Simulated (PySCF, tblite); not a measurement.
Isomers of C6H11P, one GFN2-xTB conformer each. Single-point energies are computed at PBE0/pcSseg-1 (PySCF, gas phase, no added dispersion term), electronic only.

```csv
SMILES,GFN2-xTB relative energy (kcal/mol)
CCC1=CCPC1,0.0
C1CP(C2CC2)C1,16.6
```

Conformers: `[CH3:1][CH2:2][C:3]1=[CH:4][CH2:5][PH:6][CH2:7]1` with C1–C2–C3–C4 115°, C3–C4–C5–P6 -16°, C4–C5–P6–C7 21°, C5–P6–C7–C3 -21°, C2–C3–C7–P6 -165°; `[CH2:1]1[CH2:2][P:3]([CH:4]2[CH2:5][CH2:6]2)[CH2:7]1` with C2–P3–C4–C5 108°, C7–C1–C2–P3 14°, C1–C2–P3–C4 85°, P3–C4–C5–C6 107°, C2–P3–C7–C1 11°.

Problem. What does PBE0/pcSseg-1 give for the same structures?

Solution. 
```tsv
SMILES	PBE0/pcSseg-1 E (Eh)	PBE0/pcSseg-1 (kcal/mol)	GFN2-xTB (kcal/mol)	point group
CCC1=CCPC1	-576.13464	0.0	0.0	C1
C1CP(C2CC2)C1	-576.09923	22.2	16.6	Cs
```

Both levels put the same isomer lowest. As drawn, the lower has a C=C bond outside aromatic rings, which the higher lacks; the higher has a three-membered ring and a four-membered ring, which the lower lacks.

Problem. Which frontier levels, dipoles and rotational constants go with these structures?

Solution. 
```
       SMILES  HOMO (eV, PBE0/pcSseg-1)  LUMO (eV)  dipole (D)     A, B, C (MHz)
   CCC1=CCPC1                     -6.71       0.36        1.51  4713, 1339, 1140
C1CP(C2CC2)C1                     -6.46       0.72        1.32  4651, 1457, 1378
```

Problem. What happens when harmonic zero-point energies from GFN2-xTB frequencies are added?

Solution. 
```
       SMILES  ZPE (kcal/mol)  electronic (kcal/mol)  with ZPE (kcal/mol)
   CCC1=CCPC1            94.9                    0.0                  0.0
C1CP(C2CC2)C1            96.2                   22.2                 23.5
```

The zero-point energies span 1.3 kcal/mol. The order is unchanged.
